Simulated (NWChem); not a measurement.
C3H4O2S; SMILES C#CS(C)(=O)=O

B3LYP is NWChem's, with the RPA form of VWN correlation.

Task: Give the equilibrium geometry at B3LYP/6-31G* (spherical d) (NWChem) as an XYZ file, with the point group.

Result: point group Cs; any orientation.
```
10

C      0.0190     2.5578     0.0000
C     -0.0245     1.3501     0.0000
S     -0.1625    -0.3869     0.0000
C      1.5692    -0.8835     0.0000
O     -0.7618    -0.7855    -1.2746
O     -0.7618    -0.7855     1.2746
H      0.0587     3.6250     0.0000
H      2.0515    -0.5030     0.9024
H      1.5699    -1.9770     0.0000
H      2.0515    -0.5030    -0.9024
```
